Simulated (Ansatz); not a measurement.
System: C3H8FGe, charge 0, multiplicity 2. It need not be the lowest isomer of its formula. 
Geometry from a B3LYP-D3(BJ)/def2-TZVP (Ansatz, a first-principles code) optimisation:
```
Ge
F 1 1.7727
C 1 1.9283 2 106.38
H 3 1.0836 1 122.21 2 -90.15
H 3 1.0836 4 115.55 1 -177.39
C 1 1.9513 2 104.84 3 -119.31
H 6 1.0895 1 109.93 2 -58.49
H 6 1.0896 7 108.78 1 -120.40
H 6 1.0906 7 108.89 8 -118.47
C 1 1.9515 2 104.75 6 -121.38
H 10 1.0896 1 109.91 2 58.43
H 10 1.0896 11 108.78 1 120.38
H 10 1.0906 11 108.91 12 118.47
```
Charge 0, spin multiplicity 2.

Property: atomisation energy (electronic, to ground-state atoms), in kcal/mol. Correlated levels leave the core frozen unless marked. UHF or UKS for open shells. Spin-orbit coupling is left out. Frozen are the shells of the preceding noble gas and the d and f shells that filled before the atom's block. No relativistic terms. The coupled-cluster limit lacks core correlation, which all-electron functionals hold. Basis-set limits of correlation are two-point, X^-3; Hartree-Fock from the larger set.

```
level                            program  atomisation energy (kcal/mol)
------------------------  --------------  -----------------------------
PBE0/def2-TZVP                    Ansatz                         1133.9
HSE06-D4/def2-TZVPD       Ansatz + dftd4                         1139.8
B2PLYP-D3(BJ)/def2-TZVPD  Ansatz + dftd3                         1126.8
```

Question: Estimate the value at CCSD(T)/CBS(cc-pVTZ,cc-pVQZ) as computed with Ansatz.

Answer: 1138.9 kcal/mol
